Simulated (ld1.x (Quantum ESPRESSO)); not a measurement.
**Reading a pseudo-wave (iron (Fe))**

Columns: radius, all-electron u(r) and pseudo u(r) of the 3d shell (level -9.42 eV) of iron in the configuration [Ar] 3d6 4s1 4p1; LDA (PZ), scalar-relativistic, PAW scheme, ld1.x (Quantum ESPRESSO) 7.5.

```
r (bohr)  all-electron  pseudo
   0.168        0.2067  0.0516
   0.335        0.5956  0.3141
   0.503        0.8410  0.6844
   0.670        0.9217  0.8980
   0.838        0.9030  0.9042
   1.005        0.8378  0.8378
   1.172        0.7561  0.7561
   1.340        0.6716  0.6716
   1.508        0.5914  0.5914
   1.675        0.5187  0.5187
   1.842        0.4537  0.4537
   2.010        0.3958  0.3958
   2.178        0.3451  0.3451
   2.345        0.3009  0.3009
   2.512        0.2623  0.2623
   2.680        0.2285  0.2285
   2.848        0.1990  0.1990
   3.015        0.1735  0.1735
   3.182        0.1512  0.1512
   3.350        0.1317  0.1317
   3.518        0.1147  0.1147
   3.685        0.0999  0.0999
   3.852        0.0871  0.0871
   4.020        0.0759  0.0759
   4.188        0.0661  0.0661
   4.355        0.0576  0.0576
```

(1) How many radial nodes do the two functions have?

(2) At about which radius was the pseudo-wave matched?

(3) Where does each function peak?

(4) Is the pseudo-wave norm-conserving?

## Answers

(1) The all-electron 3d function has n − l − 1 = 0; the pseudo-wave has 0.

(2) 0.95 bohr, where the columns begin to agree (steps of 0.17 bohr).

(3) Outermost all-electron maximum near 0.67 bohr, pseudo maximum near 0.84 bohr (to the table’s step).

(4) No, it belongs to a PAW set: the norm inside the radius is not constrained, and the difference is carried by the augmentation charge.
